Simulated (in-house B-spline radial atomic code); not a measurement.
Settings and results of a run for the potassium ion K⁸⁺ (an excited or competing configuration). Level of theory: scalar-relativistic (X2C) B97-1, spin-polarised, spherical fractional occupations, Fermi nucleus of rms radius 3.4349 fm; calculated with a B-spline radial code for spherical atoms.

Command:
```bash
python run_scf.py task.json out
```
Settings (nuclear radius in fm, mass in u):
```
Z                19
configuration    [He] 2s1 2p6 3s1 4d1
hamiltonian      x2c
method           b97_1
spin_polarised   True
nucleus          fermi
rms_radius       3.4349
atomic_mass      38.96371
speed_of_light   137.035999084
```

Output (hartree, bohr):
```
 radial grid: 66 intervals, B-splines of order 8, outer radius 11.954 bohr

 iter        energy (Eh)    residual
    1        -553.636014    1.20e+00
    2        -562.428191    2.94e-01
    3        -562.844568    1.13e-01
    4        -562.911305    4.35e-02
    5        -562.922775    1.01e-02
    6        -562.923404    1.82e-04
    7        -562.923404    1.26e-05
    8        -562.923404    7.62e-07
    9        -562.923404    3.15e-08

 total energy                      -562.92340
 kinetic                             566.9265
 electron-nucleus                  -1260.2217
 Hartree                             157.6133
 exact exchange                       -5.5260
 exchange-correlation                -21.7154

 orbital      occ     eigenvalue          <r>       <r^2>       <1/r>       r_max
 1s up      1.000      -139.0175    0.0806813  0.00876832     18.8827     0.05272
 1s down    1.000      -138.8463    0.0807382  0.00877946     18.8684     0.05276
 2s up      1.000       -20.9358     0.375846    0.166639     3.93782       0.313
 2p up      3.000       -18.2833     0.336931    0.139453     3.81557      0.2573
 2p down    3.000       -18.0152      0.33716    0.139756     3.81718      0.2567
 3s up      1.000        -6.7740      1.01042     1.15948     1.41443      0.9327
 4d up      1.000        -2.5931      2.12482     5.15933    0.627199       2.119
```

Time taken, with all properties: 0.27 s on 1 thread of Intel(R) Xeon(R) Platinum 8259CL CPU @ 2.50GHz (shared host).

Caution: exact exchange at fractional occupations of open shells leaves self-interaction of up to several eV.
